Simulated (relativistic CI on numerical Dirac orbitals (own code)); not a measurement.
How well does a small relativistic CI reproduce Mn IV?

Computed by Dirac-Coulomb-Breit CI, separate exchange-only KLI orbitals for each configuration, model QED (radiative potential, 1s self-energy scaled to tabulated hydrogen-like ionisation energies), valence Slater integrals scaled by 0.85, P86 correlation energy added to each configuration (own radial code, finite nucleus).

CI space (outside the closed core [Ne]): 3s²3p⁶3d⁴, 3s²3p⁶3d³4s, 3s²3p⁶3d³4p, 3s²3p⁶3d³4d, 3s²3p⁵3d⁵, 3s²3p⁶3d³5s, 3s²3p⁶3d³5p, 3s²3p⁶3d³4f, 3s²3p⁶3d³5d, 3s²3p⁶3d²4s4p, 3s²3p⁶3d³6s, 3s²3p⁶3d³6p, 3s²3p⁶3d³5f, 3s²3p⁶3d³5g, 3s²3p⁶3d³6d, 3s3p⁶3d⁵, 3s²3p⁶3d²4s², 3s²3p⁶3d4s²4p, 3s²3p⁶3d4s²4d, 3s²3p⁶3d4s²5s, 3s²3p⁶3d4s²5p, 3s²3p⁶3d²4p², 3s²3p⁶3d4s4p², 3s²3p⁶3d4p³, 3s²3p⁶3d4p²4d, 3s²3p⁶3d4p²5s, 3s²3p⁶3d4p²5p, 3s²3p⁶3d²4s4d, 3s²3p⁶3d4s4p4d, 3s²3p⁶3d4s4d², 3s²3p⁶3d4s4d5s, 3s²3p⁶3d4s4d5p. Double excitations out of closed p, d and f shells are left out; levels of such configurations are missing from the list, as are those of other unlisted configurations, and high levels can miss mixing partners.

| Configuration | Term (tabulated) | J | Measured (cm⁻¹) | Computed | Error | Purity (%) |
| --- | --- | --- | --- | --- | --- | --- |
| 3s²3p⁶3d⁴ | a 5D | 0 | 0.0 | 0 | 0 | 100 |
| 3s²3p⁶3d⁴ | a 5D | 1 | 99.0 | 91 | -8 | 100 |
| 3s²3p⁶3d⁴ | a 5D | 2 | 286.8 | 266 | -21 | 100 |
| 3s²3p⁶3d⁴ | a 5D | 3 | 552.2 | 517 | -35 | 100 |
| 3s²3p⁶3d⁴ | a 5D | 4 | 885.8 | 832 | -54 | 100 |
| 3s²3p⁶3d⁴ | a 3P | 0 | 20654.2 | 21188 | 533 | 99 |
| 3s²3p⁶3d⁴ | a 3P | 1 | 21278.8 | 21770 | 491 | 100 |
| 3s²3p⁶3d⁴ | a 3H | 4 | 21280.7 | 20422 | -859 | 99 |
| 3s²3p⁶3d⁴ | a 3H | 5 | 21474.8 | 20598 | -877 | 99 |
| 3s²3p⁶3d⁴ | a 3H | 6 | 21679.3 | 20786 | -893 | 100 |
| 3s²3p⁶3d⁴ | a 3P | 2 | 22324.7 | 22755 | 430 | 98 |
| 3s²3p⁶3d⁴ | a 3F | 2 | 22791.0 | 22707 | -84 | 99 |
| 3s²3p⁶3d⁴ | a 3F | 3 | 22862.3 | 22757 | -105 | 96 |
| 3s²3p⁶3d⁴ | a 3F | 4 | 22959.1 | 22839 | -120 | 95 |
| 3s²3p⁶3d⁴ | a 3G | 3 | 25440.4 | 24820 | -620 | 96 |
| 3s²3p⁶3d⁴ | a 3G | 4 | 25670.8 | 25033 | -638 | 95 |
| 3s²3p⁶3d⁴ | a 3G | 5 | 25877.7 | 25211 | -667 | 99 |
| 3s²3p⁶3d⁴ | a 3D | 3 | 31385.2 | 31088 | -297 | 99 |
| 3s²3p⁶3d⁴ | a 3D | 2 | 31473.5 | 31176 | -297 | 99 |
| 3s²3p⁶3d⁴ | a 3D | 1 | 31580.7 | 31278 | -303 | 100 |
| 3s²3p⁶3d⁴ | b 3F | 4 | 53212.3 | 53130 | -82 | 99 |
| 3s²3p⁶3d⁴ | b 3F | 2 | 53260.7 | 53161 | -100 | 99 |
| 3s²3p⁶3d⁴ | b 3F | 3 | 53286.7 | 53188 | -98 | 99 |
| 3s²3p⁶3d³4s | a 5F | 2 | 111710.4 | 113765 | 2055 | 100 |
| 3s²3p⁶3d³4s | a 5F | 3 | 112013.3 | 114053 | 2039 | 100 |
| 3s²3p⁶3d³4s | a 5F | 4 | 112408.9 | 114429 | 2020 | 100 |
| 3s²3p⁶3d³4s | a 5F | 5 | 112882.8 | 114885 | 2002 | 100 |
| 3s²3p⁶3d³4s | c 3F | 2 | 119445.5 | 121179 | 1733 | 99 |
| 3s²3p⁶3d³4s | c 3F | 3 | 119961.5 | 121670 | 1708 | 99 |
| 3s²3p⁶3d³4s | c 3F | 4 | 120603.1 | 122283 | 1680 | 99 |
| 3s²3p⁶3d³4s | b 3G | 3 | 130969.5 | 132817 | 1847 | 100 |
| 3s²3p⁶3d³4s | b 3G | 4 | 131170.1 | 133002 | 1832 | 99 |
| 3s²3p⁶3d³4s | b 3G | 5 | 131462.5 | 133276 | 1813 | 99 |
| 3s²3p⁶3d³4s | b 3H | 4 | 137853.0 | 138528 | 675 | 90 |
| 3s²3p⁶3d³4s | b 3H | 5 | 137930.1 | 138547 | 617 | 99 |
| 3s²3p⁶3d³4s | b 3H | 6 | 138123.1 | 138723 | 599 | 100 |
| 3s²3p⁶3d³4s | d 3F | 4 | 152700.5 | 154869 | 2168 | 100 |
| 3s²3p⁶3d³4s | d 3F | 3 | 152858.2 | 155024 | 2166 | 100 |
| 3s²3p⁶3d³4s | d 3F | 2 | 152986.0 | 155149 | 2163 | 100 |
| 3s²3p⁶3d³4p | z 5G° | 2 | 167890.1 | 169443 | 1553 | 99 |
| 3s²3p⁶3d³4p | z 5G° | 3 | 168300.3 | 169830 | 1530 | 99 |
| 3s²3p⁶3d³4p | z 5G° | 4 | 168839.7 | 170338 | 1498 | 99 |
| 3s²3p⁶3d³4p | z 5G° | 5 | 169499.2 | 170962 | 1463 | 99 |
| 3s²3p⁶3d³4p | z 5G° | 6 | 170285.8 | 171706 | 1420 | 100 |
| 3s²3p⁶3d³4p | z 5D° † | 1 | 170577.8 | 172917 | 2339 | 75 |
| 3s²3p⁶3d³4p | z 5D° † | 3 | 171276.9 | 172885 | 1608 | 71 |
| 3s²3p⁶3d³4p | z 5D° | 4 | 171765.0 | 173315 | 1550 | 90 |
| 3s²3p⁶3d³4p | z 5F° | 3 | 172081.9 | 173534 | 1452 | 76 |
| 3s²3p⁶3d³4p | z 3D° | 1 | 172090.6 | 173823 | 1732 | 66 |
| 3s²3p⁶3d³4p | z 3D° | 2 | 172398.7 | 174206 | 1807 | 77 |
| 3s²3p⁶3d³4p | z 5F° | 4 | 172477.2 | 173905 | 1427 | 89 |
| 3s²3p⁶3d³4p | z 5F° | 5 | 172871.5 | 174294 | 1422 | 97 |
| 3s²3p⁶3d³4p | z 3D° | 3 | 172952.6 | 174833 | 1880 | 89 |
| 3s²3p⁶3d³4p | z 3G° | 3 | 175436.0 | 177097 | 1661 | 99 |
| 3s²3p⁶3d³4p | z 3G° | 4 | 175813.4 | 177461 | 1648 | 98 |
| 3s²3p⁶3d³4p | z 3G° | 5 | 176288.6 | 177920 | 1632 | 97 |
| 3s²3p⁶3d³4p | z 3F° | 2 | 177629.8 | 179159 | 1529 | 98 |
| 3s²3p⁶3d³4p | z 3F° | 3 | 178075.1 | 179589 | 1514 | 98 |
| 3s²3p⁶3d³4p | z 3F° | 4 | 178579.5 | 180081 | 1501 | 98 |
| 3s²3p⁶3d³4p | z 5P° | 1 | 184566.1 | 186907 | 2341 | 98 |
| 3s²3p⁶3d³4p | z 5P° | 2 | 184901.2 | 187237 | 2336 | 97 |
| 3s²3p⁶3d³4p | z 5P° | 3 | 185435.9 | 187719 | 2283 | 99 |
| 3s²3p⁶3d³4p | z 3H° | 4 | 186659.4 | 187785 | 1126 | 97 |
| 3s²3p⁶3d³4p | y 5D° | 3 | 187004.0 | 189236 | 2232 | 98 |
| 3s²3p⁶3d³4p | y 5D° | 4 | 187679.5 | 189884 | 2204 | 100 |

Measured levels from Corliss and Sugar, J. Phys. Chem. Ref. Data 6, 1253 (1977); pairs were made by configuration, J and term (by order where the table uses no LS term), so strongly mixed levels may be paired wrongly.

Mean error by configuration (cm⁻¹): 3s²3p⁶3d⁴ -214; 3s²3p⁶3d³4s 1695; 3s²3p⁶3d³4p 1698. Over the excited levels the mean absolute error is 1217 cm⁻¹ (64 of the 66 excited levels that our extract of the source holds in range could be paired, and the others can miss by more), and the median relative error of those above 1,000 cm⁻¹ is 1 %. † marks terms whose computed intervals miss the measured ones by more than a factor of 2.5, or configurations far off the rest, from wrong mixing, a near crossing or a doubtful label or measurement; they are left out of the means.
